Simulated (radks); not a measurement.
Results of a calculation; reference values are marked as such.
Ag XI, 37 electrons, occupied as [Kr] 4d1 (the NIST ground configuration). Level of theory: Dirac Kohn-Sham, PBE, spin-unpolarised, spherical densities, finite nucleus; open shells fill j = l - 1/2 first; Fermi nuclear charge, rms radius 4.5454 fm (a radial shooting solver on a logarithmic mesh with Libxc functionals).

Spin-orbit splittings of the eigenvalues, e(l+1/2) - e(l-1/2), with zeta = 2 splitting/(2l+1) and mean radii in bohr:

shell  occ.  splitting (eV)  zeta (eV)  <r> j=l-1/2  <r> j=l+1/2
2p        6           175.3      116.9       0.1141       0.1192
3p        6           31.18      20.79       0.3588       0.3695
3d       10           6.314      2.526       0.3415       0.3449
4p        6           6.338      4.225       0.8919       0.9126
4d        1               ?          ?        1.000        1.007

Estimate the 4d splitting.

Answer. 1.078 eV (zeta = 0.4312 eV).
